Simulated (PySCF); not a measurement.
Simulation results for Ge₂H₄NO, Ge₂H₅O₂, ClGeH₂O, GeH₃O₂ and others

All values are calculated (PySCF 2.14.0). Calculation on a computer-drawn molecule: the log of a Hartree-Fock and frozen-core CCSD(T) single point meant for a local Hartree-Fock minimum, with one planted fault or none, to be diagnosed. Offsets are logged minus clean, where the clean run is the same molecule without the fault. The reference is restricted for singlets and unrestricted otherwise, and also for a bond in bohr or an excited solution. Adding or removing an electron swaps singlet and doublet. The excited solution moves the top pair (singlet) or top alpha electron (doublet) to the lowest empty orbital. Highest occupied and lowest empty are orbital energies over both spins, largest force is the largest gradient component, triples share is (T) over the correlation energy, the T1 limit is 0.02 restricted and 0.045 unrestricted, electrons count all cores, a negative frequency is imaginary (commonest isotopes), and the dipole is about the centre of nuclear charge; on germanium a core potential holds 10 electrons, which the energies leave out, and 3d is frozen in MP2 and coupled-cluster steps.

Common to all runs: meant multiplicity 1; logged SCF converged yes; possible faults no fault, one electron removed, one electron added, multiplicity raised by two, geometry at a saddle point, SCF held on an excited solution, minimal basis STO-3G, one bond length entered in bohr, all coordinates scaled.

```yaml
- entry: 1
  formula: Ge2H4NO
  logged_structure:
    atoms_angstrom:
      - [O, 2.5115, -1.1942, -3.5193]
      - [Ge, 2.395, -0.3047, -2.0599]
      - ["N", 1.3209, -0.7265, -0.8366]
      - [Ge, 0.3082, -1.009, 0.481]
      - [H, 1.9542, -1.9527, -3.654]
      - [H, 3.355, 0.8458, -2.0555]
      - [H, -1.0649, -0.3812, 0.5233]
      - [H, 0.7649, -1.913, 1.6015]
  given:
    meant_charge: 1
    meant_basis: cc-pVDZ
    meant_basis_and_core_potential_on_germanium: "cc-pVDZ-PP ECP10MDF"
    logged_electrons: 82
    logged_basis_functions: 94
    logged_spin_squared: 0.0
    "logged_highest_occupied [eV]": -15.821
    "logged_lowest_empty [eV]": -3.767
    "logged_largest_force [hartree/bohr]": 4.5528e-05
    "logged_lowest_frequency [cm^-1]": 58.292
    logged_T1_diagnostic: 0.021303
    logged_D1_diagnostic: 0.064062
    logged_triples_share: 0.031443
    logged_CC_converged: "yes"
    "logged_dipole_magnitude [debye]": 2.6796
    logged_SCF_stable_within_its_kind: "yes"
    "logged_energy_HF [hartree]": -718.13105
    "logged_energy_CCSD(T) [hartree]": -718.69595
    drawn_bonds_atom: [1, 2, 3, 1, 2, 4, 4]
    drawn_bonds_other_atom: [2, 3, 4, 5, 6, 7, 8]
    drawn_bonds_order: [1, 1, 2, 1, 1, 1, 1]
  results:
    planted_fault: "no fault"
    "HF_energy_offset_from_clean_run [kcal/mol]": 0.0
    "CCSD(T)_energy_offset_from_clean_run [kcal/mol]": 0.0
  notes: ["T1 above single-reference limit"]
- entry: 2
  formula: Ge2H5O2
  logged_structure:
    atoms_angstrom:
      - [O, 1.8904, -1.4878, 0.6985]
      - [Ge, 1.717, 0.0922, 0.1031]
      - [O, 0.2753, 0.8815, 0.3217]
      - [Ge, -0.9475, 2.3019, 0.1929]
      - [H, 1.1679, -1.9138, 1.152]
      - [H, 2.9275, 0.642, -0.588]
      - [H, -1.2351, 2.6139, 1.645]
      - [H, -0.1719, 3.3735, -0.5503]
      - [H, -2.0845, 1.6801, -0.5877]
  given:
    meant_charge: 1
    meant_basis: cc-pVDZ
    meant_basis_and_core_potential_on_germanium: "cc-pVDZ-PP ECP10MDF"
    logged_electrons: 85
    logged_basis_functions: 99
    logged_spin_squared: 0.7719
    "logged_highest_occupied [eV]": -5.1547
    "logged_lowest_empty [eV]": 2.3229
    "logged_largest_force [hartree/bohr]": 0.081096
    logged_T1_diagnostic: 0.015783
    logged_D1_diagnostic: 0.059699
    logged_triples_share: 0.023316
    logged_CC_converged: "yes"
    "logged_dipole_magnitude [debye]": 3.8093
    logged_SCF_stable_within_its_kind: "yes"
    "logged_energy_HF [hartree]": -739.34083
    "logged_energy_CCSD(T) [hartree]": -739.94288
    drawn_bonds_atom: [1, 2, 3, 1, 2, 4, 4, 4]
    drawn_bonds_other_atom: [2, 3, 4, 5, 6, 7, 8, 9]
    drawn_bonds_order: [1, 1, 1, 1, 1, 1, 1, 1]
  results:
    planted_fault: "one electron added"
    "HF_energy_offset_from_clean_run [kcal/mol]": -101.7
    "CCSD(T)_energy_offset_from_clean_run [kcal/mol]": -104.3
- entry: 3
  formula: ClGeH2O
  logged_structure:
    atoms_angstrom:
      - [O, -1.3632, -1.8339, 0.5325]
      - [Ge, -1.4935, 0.0134, 0.5983]
      - [Cl, -3.8914, 0.1673, 0.0794]
      - [H, -1.7294, -2.1918, -0.2588]
      - [H, -1.128, 0.2777, -0.9526]
  given:
    meant_charge: -1
    meant_basis: "aug-cc-pV(D+d)Z"
    meant_basis_and_core_potential_on_germanium: "aug-cc-pVDZ-PP ECP10MDF"
    logged_electrons: 60
    logged_basis_functions: 105
    logged_spin_squared: 2.0133
    "logged_highest_occupied [eV]": -0.019134
    "logged_lowest_empty [eV]": 3.4767
    "logged_largest_force [hartree/bohr]": 0.039414
    logged_T1_diagnostic: 0.026424
    logged_D1_diagnostic: 0.1175
    logged_triples_share: 0.032835
    logged_CC_converged: "yes"
    "logged_dipole_magnitude [debye]": 2.4263
    logged_SCF_stable_within_its_kind: "yes"
    "logged_energy_HF [hartree]": -828.91237
    "logged_energy_CCSD(T) [hartree]": -829.40912
    drawn_bonds_atom: [1, 2, 1, 2]
    drawn_bonds_other_atom: [2, 3, 4, 5]
    drawn_bonds_order: [1, 1, 1, 1]
  results:
    planted_fault: "multiplicity raised by two"
    "HF_energy_offset_from_clean_run [kcal/mol]": 69.88
    "CCSD(T)_energy_offset_from_clean_run [kcal/mol]": 77.75
- entry: 4
  formula: GeH3O2
  logged_structure:
    atoms_angstrom:
      - [O, 1.2956, 0.0723, 0.1933]
      - [Ge, 1.7724, 0.709, -1.5193]
      - [O, 1.5571, 2.5628, -1.2326]
      - [H, 1.8795, 0.3847, 0.863]
      - [H, 3.3923, 0.715, -1.2117]
      - [H, 2.1426, 2.89, -0.5714]
  given:
    meant_charge: -1
    meant_basis: aug-cc-pVDZ
    meant_basis_and_core_potential_on_germanium: "aug-cc-pVDZ-PP ECP10MDF"
    logged_electrons: 52
    logged_basis_functions: 105
    logged_spin_squared: 0.0
    "logged_highest_occupied [eV]": 0.4406
    "logged_lowest_empty [eV]": -1.1232
    "logged_largest_force [hartree/bohr]": 0.1355
    logged_CC_converged: "no"
    "logged_dipole_magnitude [debye]": 1.8455
    logged_SCF_stable_within_its_kind: "no"
    "logged_energy_HF [hartree]": -444.55594
    drawn_bonds_atom: [1, 2, 1, 2, 3]
    drawn_bonds_other_atom: [2, 3, 4, 5, 6]
    drawn_bonds_order: [1, 1, 1, 1, 1]
  results:
    planted_fault: "SCF held on an excited solution"
    "HF_energy_offset_from_clean_run [kcal/mol]": 229.2
  notes: ["CCSD not converged", "highest electron not bound in this basis"]
- entry: 5
  formula: AlClGeH3O
  logged_structure:
    atoms_angstrom:
      - [O, 0.2749, 1.238, 1.3216]
      - [Ge, -1.225, 1.5241, 0.4355]
      - [Al, 0.1551, 2.5088, -1.4763]
      - [Cl, 1.3682, 3.2667, -2.9202]
      - [H, 0.2392, 0.84, 2.1845]
      - [H, -2.1031, 2.6135, 1.0172]
      - [H, -1.9159, 0.2686, -0.057]
  given:
    meant_charge: 1
    meant_basis: "cc-pV(D+d)Z"
    meant_basis_and_core_potential_on_germanium: "cc-pVDZ-PP ECP10MDF"
    logged_electrons: 71
    logged_basis_functions: 98
    logged_spin_squared: 0.7638
    "logged_highest_occupied [eV]": -22.723
    "logged_lowest_empty [eV]": -14.548
    "logged_largest_force [hartree/bohr]": 0.08151
    logged_T1_diagnostic: 0.03856
    logged_D1_diagnostic: 0.22728
    logged_triples_share: 0.030286
    logged_CC_converged: "yes"
    "logged_dipole_magnitude [debye]": 2.8904
    logged_SCF_stable_within_its_kind: "yes"
    "logged_energy_HF [hartree]": -1070.68063
    "logged_energy_CCSD(T) [hartree]": -1071.17948
    drawn_bonds_atom: [1, 2, 3, 1, 2, 2]
    drawn_bonds_other_atom: [2, 3, 4, 5, 6, 7]
    drawn_bonds_order: [1, 1, 1, 1, 1, 1]
  results:
    planted_fault: "one electron removed"
    "HF_energy_offset_from_clean_run [kcal/mol]": 354.5
    "CCSD(T)_energy_offset_from_clean_run [kcal/mol]": 361.5
- entry: 6
  formula: BGe2H7O
  logged_structure:
    atoms_angstrom:
      - [O, 0.3106, -1.8242, 1.0118]
      - [Ge, -0.5534, -0.2647, 0.828]
      - [B, -2.2267, -0.462, -0.3992]
      - [Ge, -2.6269, -2.2237, -1.4496]
      - [H, 0.7372, -2.144, 0.2304]
      - [H, -0.9153, 0.1126, 2.2645]
      - [H, 0.4195, 0.7763, 0.2453]
      - [H, -2.986, 0.4632, -0.4755]
      - [H, -3.6023, -2.0263, -2.6171]
      - [H, -1.3371, -2.8415, -2.0103]
      - [H, -3.2431, -3.2344, -0.4715]
  given:
    meant_charge: 0
    meant_basis: cc-pVDZ
    meant_basis_and_core_potential_on_germanium: "cc-pVDZ-PP ECP10MDF"
    logged_electrons: 83
    logged_basis_functions: 109
    logged_spin_squared: 0.7705
    "logged_highest_occupied [eV]": -16.917
    "logged_lowest_empty [eV]": -8.0259
    "logged_largest_force [hartree/bohr]": 0.069312
    logged_T1_diagnostic: 0.038936
    logged_D1_diagnostic: 0.24376
    logged_triples_share: 0.02842
    logged_CC_converged: "yes"
    "logged_dipole_magnitude [debye]": 3.5809
    logged_SCF_stable_within_its_kind: "yes"
    "logged_energy_HF [hartree]": -690.01655
    "logged_energy_CCSD(T) [hartree]": -690.54268
    drawn_bonds_atom: [1, 2, 3, 1, 2, 2, 3, 4, 4, 4]
    drawn_bonds_other_atom: [2, 3, 4, 5, 6, 7, 8, 9, 10, 11]
    drawn_bonds_order: [1, 1, 1, 1, 1, 1, 1, 1, 1, 1]
  results:
    planted_fault: "one electron removed"
    "HF_energy_offset_from_clean_run [kcal/mol]": 211.3
    "CCSD(T)_energy_offset_from_clean_run [kcal/mol]": 218.5
- entry: 7
  formula: AlGeH6NO
  logged_structure:
    atoms_angstrom:
      - [O, 1.2971, -2.1793, 0.5922]
      - [Ge, -0.3128, -2.1373, -0.1668]
      - ["N", -0.85, -0.4104, -0.4641]
      - [Al, -1.1969, 0.4787, -1.9666]
      - [H, 1.9795, -1.7357, 0.1098]
      - [H, -0.2781, -2.8426, -1.5218]
      - [H, -1.1949, -2.8374, 0.8589]
      - [H, -0.9863, 0.0908, 0.4002]
      - [H, -0.9814, -0.2616, -3.342]
      - [H, -1.6967, 1.9718, -1.8624]
  given:
    meant_charge: 0
    meant_basis: "cc-pV(D+d)Z"
    meant_basis_and_core_potential_on_germanium: "cc-pVDZ-PP ECP10MDF"
    logged_electrons: 66
    logged_basis_functions: 104
    logged_spin_squared: 2.0056
    "logged_highest_occupied [eV]": -5.1322
    "logged_lowest_empty [eV]": -3.2129
    "logged_largest_force [hartree/bohr]": 0.058461
    logged_T1_diagnostic: 0.062513
    logged_D1_diagnostic: 0.41534
    logged_triples_share: 0.028685
    logged_CC_converged: "yes"
    "logged_dipole_magnitude [debye]": 3.0406
    logged_SCF_stable_within_its_kind: "yes"
    "logged_energy_HF [hartree]": -667.94023
    "logged_energy_CCSD(T) [hartree]": -668.52136
    drawn_bonds_atom: [1, 2, 3, 1, 2, 2, 3, 4, 4]
    drawn_bonds_other_atom: [2, 3, 4, 5, 6, 7, 8, 9, 10]
    drawn_bonds_order: [1, 1, 1, 1, 1, 1, 1, 1, 1]
  results:
    planted_fault: "multiplicity raised by two"
    "HF_energy_offset_from_clean_run [kcal/mol]": 140.4
    "CCSD(T)_energy_offset_from_clean_run [kcal/mol]": 140.8
  notes: ["T1 above single-reference limit"]
- entry: 8
  formula: AlGeH6NO
  logged_structure:
    atoms_angstrom:
      - [O, 1.2971, -2.1793, 0.5922]
      - [Ge, -0.3128, -2.1373, -0.1668]
      - ["N", -0.85, -0.4104, -0.4641]
      - [Al, -1.1969, 0.4787, -1.9666]
      - [H, 1.9795, -1.7357, 0.1098]
      - [H, -0.2781, -2.8426, -1.5218]
      - [H, -1.1949, -2.8374, 0.8589]
      - [H, -0.9863, 0.0908, 0.4002]
      - [H, -0.9814, -0.2616, -3.342]
      - [H, -1.6967, 1.9718, -1.8624]
  given:
    meant_charge: 0
    meant_basis: "cc-pV(D+d)Z"
    meant_basis_and_core_potential_on_germanium: "cc-pVDZ-PP ECP10MDF"
    logged_electrons: 66
    logged_basis_functions: 104
    logged_spin_squared: 0.0
    "logged_highest_occupied [eV]": -11.03
    "logged_lowest_empty [eV]": 1.7916
    "logged_largest_force [hartree/bohr]": 2.8121e-05
    "logged_lowest_frequency [cm^-1]": 58.627
    logged_T1_diagnostic: 0.014009
    logged_D1_diagnostic: 0.043831
    logged_triples_share: 0.023794
    logged_CC_converged: "yes"
    "logged_dipole_magnitude [debye]": 1.1397
    logged_SCF_stable_within_its_kind: "yes"
    "logged_energy_HF [hartree]": -668.16401
    "logged_energy_CCSD(T) [hartree]": -668.7458
    drawn_bonds_atom: [1, 2, 3, 1, 2, 2, 3, 4, 4]
    drawn_bonds_other_atom: [2, 3, 4, 5, 6, 7, 8, 9, 10]
    drawn_bonds_order: [1, 1, 1, 1, 1, 1, 1, 1, 1]
  results:
    planted_fault: null
```

To be estimated
1. Give the missing planted fault for AlGeH₆NO (entry 8).

## Answers
1. no fault

Further results for AlGeH₆NO (entry 8):

| Property | Result |
| --- | --- |
| HF energy offset from clean run | 0 kcal/mol |
| CCSD(T) energy offset from clean run | 0 kcal/mol |
